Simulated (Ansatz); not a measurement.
Geometry optimisation, RKS LDA/6-31G in Ansatz 0.2.0.

The input (input.yaml):

```yaml
crystal:
  periodic: [false, false, false]
  atoms:
    - { symbol: C, position_ang: [1.88247, 0.87623, 1.30392] }
    - { symbol: C, position_ang: [1.00557, 0.47665, 0.5725] }
    - { symbol: Al, position_ang: [-0.47176, -0.04931, -0.56159] }
    - { symbol: S, position_ang: [-1.4332, -1.99718, -0.2235] }
    - { symbol: Cl, position_ang: [-1.17917, 1.18533, -2.00726] }
    - { symbol: H, position_ang: [2.64482, 1.20946, 1.95247] }
    - { symbol: H, position_ang: [-2.44873, -1.70119, -1.03654] }
basis:
  gaussian: { orbitals: "6-31G" }
hamiltonian:
  xc: lda
relax:
  f_tol: 0.02
  max_steps: 40
scf:
  lower_state_search: "off"
```

Launched with:

```bash
$ ansatz run input.yaml --threads 1 --pin off --max-ram 2048MiB --backend cpu --events-out ev --progress --plain --runs-dir out
```

Question: Where does it end, and by what steps?

Answer: It converged. Limits of this set-up: no polarisation functions. After 6 steps the energy has fallen by 0.304 eV; H7 moved furthest, 0.19 Å.

| step | energy less start (eV) | largest force component (eV/Å) | accepted |
| --- | --- | --- | --- |
| 0 | 0.0000 | 2.495 | yes |
| 1 | -0.2877 | 0.302 | yes |
| 2 | -0.2971 | 0.159 | yes |
| 3 | -0.3017 | 0.064 | yes |
| 4 | -0.3028 | 0.031 | yes |
| 5 | -0.3037 | 0.021 | yes |
| 6 | -0.3041 | 0.004 | yes |

```xyz
7
Properties=species:S:1:pos:R:3
C 1.909 0.873 1.313
C 0.967 0.517 0.610
Al -0.477 -0.017 -0.471
S -1.496 -1.963 -0.139
Cl -1.205 1.249 -2.082
H 2.736 1.185 1.932
H -2.435 -1.843 -1.163
```

Whether the end is a true minimum wasn't checked by a vibrational analysis.

Run time: 14 s on 1 thread of AMD EPYC 7B13 (Zen 3), with other jobs on the host, peak memory 0.16 GiB.
